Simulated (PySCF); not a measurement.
## Spin states of CuO

Unrestricted PBE0; PySCF, no relativity, basis sets Cu def2-TZVPPD, O def2-TZVPPD. Outer shells of the fragments: Cu 3d10 4s1; O 2s2 2p4.

Followed along the bond (rough minima from three points):

```tsv
2Ms+1	unpaired	⟨S²⟩ at the start	R at minimum (Å)	Te (eV)
2	π ↑	0.77	1.76	0.00
2	σ ↑	0.78	1.69	1.04
4	σ ↑, π ↑↑	3.77	1.77	1.72
```

Solutions found at the starting distance of 1.735 Å, counted from the lowest of them; the search is not exhaustive and high or unbound solutions are not listed, so other states can lie among these:

```
2Ms+1       unpaired   term  E (eV)  ⟨S²⟩  ⟨Lz²⟩  μ (D)
    2            π ↑     ²Π    0.00  0.77   1.01  -4.73
    2            σ ↑    ²Σ⁺    1.05  0.78   0.00  -5.79
    4      σ ↑, π ↑↑    ⁴Σ⁻    1.72  3.77   0.14   0.03
    4      σ ↑↑, π ↑     ⁴Π    1.77  3.76   1.02  -1.07
    2      σ ↓, π ↑↑  mixed    1.92  1.77   0.00   0.22
    2      σ ↑, π ↑↓  mixed    2.24  1.76   2.02  -0.53
    2            σ ↑  mixed    2.84  1.53   2.01  -1.49
    4  σ ↑, π ↑, δ ↑  mixed    3.17  3.76   5.01  -2.10
    4  σ ↑, π ↑, δ ↑  mixed    3.21  3.76   5.01  -2.11
    2            δ ↑     ²Δ    3.21  0.86   4.00  -5.78
```

A term symbol is given only where ⟨S²⟩ and ⟨Lz²⟩ are close to those of a pure state; real π, δ and φ orbitals otherwise mix terms. A positive dipole means Cu(−)O(+).

The state is the lowest single determinant that the PBE0 search found; with open d or f shells the true ground state can be another one.
